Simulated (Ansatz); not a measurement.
Input for Ansatz (a first-principles code): R-revPBE/def2-TZVPPD on H2O (SMILES O). The basis file is the Basis Set Exchange's JSON of that set.

Ansatz 0.2 input:
```yaml
crystal:
  periodic: [false, false, false]
  atoms:
    - {symbol: O, position_ang: [-0.00000000, 0.00000000, 0.38961139]}
    - {symbol: H, position_ang: [0.00000000, 0.76498632, -0.19485569]}
    - {symbol: H, position_ang: [0.00000000, -0.76498632, -0.19485569]}
basis:
  gaussian:
    orbitals: def2-TZVPPD.json
hamiltonian:
  xc: {name: revPBE}
scf: {lower_state_search: off}
```

Question: Give the final energy of this run.

Answer: -76.4438 hartree.
